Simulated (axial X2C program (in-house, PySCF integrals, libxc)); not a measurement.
GaN⁻: cheaper levels and CCSD(T), 2c

Computed with an in-house all-electron X2C program for linear molecules (integrals from PySCF). Two-component (2c) means X2C with spin–orbit coupling and atomic mean-field two-electron Coulomb and Gaunt terms. Basis: Ga dyall-acv3z [10s10p8d5f1g], N dyall-av3z [7s7p3d2f] (cores contracted in-house); Gaussian nuclei, density fitting, unrestricted open shells. Masses: Ga 68.926 u, N 14.003 u.

State: Ω = 1/2 (⟨Sz⟩ = 0.50, ⟨Lz⟩ = 0.00 at HF); fragments Ga- + N.

```json
{"level": "PBE0", "Re (Å)": "1.738", "ωe (cm⁻¹)": "773.1"}
{"level": "HF", "Re (Å)": "1.902", "ωe (cm⁻¹)": "402.8"}
{"level": "CCSD", "Re (Å)": "1.766", "ωe (cm⁻¹)": "750.4"}
{"level": "BP86", "Re (Å)": "1.749", "ωe (cm⁻¹)": "751.3"}
```

Correlated methods: 9 electrons correlated (number of frozen shells: Ga 3 s, 2 p, 1 d; N 1 s), 291 virtual spin orbitals or spinors in MP2, 90 natural virtuals in coupled cluster.

CCSD(T), same Hamiltonian and basis:

Re = 1.762 Å, ωe = 761.7 cm⁻¹; T1 = 0.095 (Lee–Taylor normalisation).

**Question.** Give the differences from CCSD(T) in the columns below.

**Answer.** 

```json
{"level": "PBE0", "ΔRe (Å)": "-0.024", "Δωe (cm⁻¹)": "11"}
{"level": "HF", "ΔRe (Å)": "0.140", "Δωe (cm⁻¹)": "-359"}
{"level": "CCSD", "ΔRe (Å)": "0.004", "Δωe (cm⁻¹)": "-11"}
{"level": "BP86", "ΔRe (Å)": "-0.013", "Δωe (cm⁻¹)": "-10"}
```

The state is one determinant whose occupation by symmetry is held fixed; it was picked as the lowest of a PBE0 search that is not exhaustive. De is not given where an atomic determinant may have missed its ground term or J level, or where the truncated virtual space spoils (T). Density functionals use the spin component along the axis (collinear). Coupled cluster ran in a truncated set of natural virtual spinors; the MP2 energy of the rest was added. (T) has no such correction and the atoms are truncated less, which lowers De at CCSD(T) by a hundredth of an eV or more. PBE0 can misorder states that lie within some tenths of an eV, so this need not be the ground state of the molecule. The nearest other 2c determinant of the search, Ω = 3/2, lies 0.05 eV up at the distance of the search. Without a current term, density functionals place determinants with orbital angular momentum somewhat too high. The highest occupied level of some functionals is positive through self-interaction error; at Hartree–Fock it is bound. The determinant is spin-polarised beyond a pure state at some levels (its spin-free form has ⟨S²⟩ too high), which makes Re and μ there less reliable. The T1 diagnostic is large, a sign of multireference character. With the outer-core shells frozen, correlated bond lengths of heavy atoms tend to come out a few hundredths of an ångström too long.
